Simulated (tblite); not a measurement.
Run record: tight-binding relaxation, `Cc1pc(Br)ccc1C=O`.

Computed with GFN2-xTB geometry optimisation, gas phase (tblite 0.8.0). Start geometry: from a force field or distance geometry. A driver script takes a list of jobs; this job's settings line and coordinates (Å) are shown.

Command:
```bash
OMP_NUM_THREADS=1 python probes_run.py task.json out
```

Input:
```
{"job": {"kind": "relax", "xc": "GFN2-xTB", "basis": "xTB"}, "charge": 0, "multiplicity": 1}
C     -2.068800     0.840500     0.681600
C     -0.639400     0.592100     0.340200
P      0.558500     1.971500     0.771200
C      2.131800     1.256500     0.201800
Br     3.697400     2.297700     0.431100
C      2.242600    -0.015500    -0.356500
C      1.171400    -0.889600    -0.571600
C     -0.171000    -0.606400    -0.234500
C     -1.153400    -1.691300    -0.552400
O     -0.828100    -2.752300    -1.060200
H     -2.691400     0.799400    -0.226900
H     -2.442200     0.095500     1.401100
H     -2.240200     1.830400     1.143000
H      3.240800    -0.364800    -0.659700
H      1.403400    -1.850600    -1.020000
H     -2.219000    -1.504200    -0.299500
```

Output:
```
step      E/eV     max force
  0    -779.58593    2.472
  1    -779.77234    1.429
  2    -779.83613    1.084
  3    -779.87266    0.500
  4    -779.89500    0.414
  5    -779.91233    0.313
  6    -779.92510    0.336
  7    -779.93625    0.280
  8    -779.94342    0.210
  9    -779.94695    0.184
... (7 lines left out)
 17    -779.95469    0.044
 18    -779.95494    0.038
 19    -779.95510    0.037
 20    -779.95521    0.023
 21    -779.95529    0.019
 22    -779.95535    0.017
 23    -779.95540    0.020
 24    -779.95544    0.015
 25    -779.95546    0.012
 26    -779.95547    0.009
```

«max force» is the largest atomic force in eV/Å.

Task: From which step on does the largest force stay under 0.1 eV/Å, and how much energy is left to gain from there?

Result: From step 11 (0.087 eV/Å), 5.4 meV above the end.

Main results: energy lowered by 8.5 kcal/mol over 26 steps; largest atomic force 0.009 eV/Å at the end.

Task: Give the final coordinates.

Result: 0.073 Å rms from the input after alignment:
```
atom  x, y, z in Å
C1    -2.0140    0.8498    0.6772
C2    -0.5745    0.5834    0.3394
P3     0.5118    1.8944    0.7388
C4     2.0254    1.2120    0.2103
Br5    3.5513    2.3380    0.4648
C6     2.2176   -0.0315   -0.3591
C7     1.1658   -0.8969   -0.5713
C8    -0.1652   -0.6174   -0.2432
C9    -1.1334   -1.6888   -0.5540
O10   -0.8400   -2.7437   -1.0566
H11   -2.6390    0.8144   -0.2145
H12   -2.3920    0.1178    1.3902
H13   -2.1144    1.8393    1.1221
H14    3.2160   -0.3326   -0.6442
H15    1.3587   -1.8616   -1.0193
H16   -2.1817   -1.4676   -0.2922
```

The run took 0.26 s wall on one thread of an Arm Neoverse V1, no GPU (shared host).
Labels such as C1 count atoms from 1, the log's own numbers from 0.
